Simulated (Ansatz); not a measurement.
Coupled-cluster diagnostics for (MoO3)3 (Mo3O9), Ansatz.

Geometry of the singlet (PBE-D4/def2-SVP):

```csv
atom,x (Å),y (Å),z (Å)
O1,3.3026,-0.1694,-0.3833
Mo2,1.7609,0.1053,-1.0234
O3,1.9541,0.4812,-2.6615
O4,0.8535,1.4894,-0.0910
Mo5,-0.7438,1.6595,0.9229
O6,-0.4217,2.1330,2.5148
O7,-1.7868,2.8118,0.2547
O8,-1.4907,-0.0856,0.8517
Mo9,-1.0192,-1.7638,0.0969
O10,-2.1960,-2.3106,-0.9886
O11,-0.8386,-2.9526,1.2869
O12,0.6257,-1.3982,-0.7801
```

In the def2 sets Mo takes a core potential; there is no spin–orbit coupling. Correlated methods freeze 9 core orbitals; core or outer-core shells of Mo are correlated, in sets that lack core-valence functions.

(1) Estimate the CCSD(T) correlation energy, the shares of MP2 and (T), T1 and the reference's ⟨S²⟩ for: charge 0, singlet, own geometry in def2-SVP; and the rough time on 2 threads of AMD EPYC 7R13 on a shared host and a share (18 GiB) of an NVIDIA H100 80GB HBM3.

## Answers

(1) 
```json
{"state": "charge 0, singlet, own geometry", "basis": "def2-SVP", "correlation (eV)": "-82.110", "MP2 share (%)": "104.0", "(T) share (%)": "6.1", "T1": "0.028", "⟨S²⟩ (pure)": "0.00 (0.00)", "wall time": "11 s"}
```
Customary marks for T1 are 0.02 (closed shells), 0.045 (open shells) and about 0.05 (3d metals). T1 exceeds 0.02 in 1 of 1 rows and 0.045 in 0; the higher it lies, the less the single-reference result can be trusted.
